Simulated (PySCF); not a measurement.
Xe⁵²⁺ (xenon, charge +52): Hartree-Fock from Schrödinger to Dirac-Coulomb-Breit

Occupied: 1s1/2. Hartree-Fock calculated with PySCF 2.14 in an uncontracted even-tempered set (16 s from 10 bohr⁻², ratio 2.7; 12 p from 12 bohr⁻², ratio 2.7), Gaussian nucleus throughout. NR is non-relativistic, sf-X2C the spin-free one-electron X2C Hamiltonian, X2C adds the bare one-electron spin-orbit term, X2C-SNSO screens it by Boettger's factors, DC is four-component Dirac-Coulomb, and the Gaunt and Breit terms are added at first order (total energies over the DC spinors, levels after relaxing the spinors in that mean field). QED terms are absent. Levels marked empty are virtual spinors of this ion.

```json
{"Hamiltonian": "NR", "E (hartree)": "-2882.2509", "E − E(DC) (hartree)": "120.6796", "CPU seconds": "0.28"}
{"Hamiltonian": "sf-X2C", "E (hartree)": "-3001.8688", "E − E(DC) (hartree)": "1.0617", "CPU seconds": "0.16"}
{"Hamiltonian": "X2C", "E (hartree)": "-3001.8688", "E − E(DC) (hartree)": "1.0617", "CPU seconds": "0.16"}
{"Hamiltonian": "X2C-SNSO", "E (hartree)": "-3001.8688", "E − E(DC) (hartree)": "1.0617", "CPU seconds": "0.16"}
{"Hamiltonian": "DC", "E (hartree)": "-3002.9305", "E − E(DC) (hartree)": "0.0000", "CPU seconds": "3"}
{"Hamiltonian": "DC+Gaunt", "E (hartree)": "-3000.7676", "E − E(DC) (hartree)": "2.1630", "CPU seconds": "5"}
{"Hamiltonian": "DC+Breit", "E (hartree)": "-3000.7676", "E − E(DC) (hartree)": "2.1630", "CPU seconds": "44"}
```

Task: Give the 2p spin-orbit interval with each Hamiltonian that has one.

Result: X2C 390.2; X2C-SNSO 382.6; DC 378.5; DC+Gaunt 372.0; DC+Breit 372.0 (eV).

```tsv
level (eV)	NR	sf-X2C	X2C	X2C-SNSO	DC	DC+Gaunt	DC+Breit
1s1/2	-38758.9	-40343.5	-40343.5	-40343.5	-40372.1	-40313.8	-40313.8
2s1/2 (empty)	-9339.8	-9818.6	-9818.6	-9818.6	-9821.5	-9815.1	-9815.8
2p1/2 (empty)	-9239.3	-9437.3	-9708.1	-9702.6	-9700.8	-9687.4	-9689.4
2p3/2 (empty)	-9239.3	-9437.3	-9317.9	-9320.0	-9322.3	-9315.4	-9317.4
3s1/2 (empty)	-4115.6	-4285.1	-4285.1	-4285.1	-4285.9	-4284.1	-4284.3
```

Weight of the small component: 1s1/2 0.0400, 2s1/2 0.00965, 2p1/2 0.00959, 2p3/2 0.00920, 3s1/2 0.00426.

Koopmans' value for the highest occupied level at DC+Breit: 40313.8 eV, against an ionisation energy of 40271.7 eV (theoretical estimate listed by NIST; NIST Atomic Spectra Database, ionization energies); the former lacks relaxation, correlation, QED and recoil.

The whole ladder took 53 s of wall time on 1 thread of Neoverse-N1 (shared host), launched as `OMP_NUM_THREADS=1 python relrun2.py TASK.json OUT` (a driver that calls PySCF for each Hamiltonian).
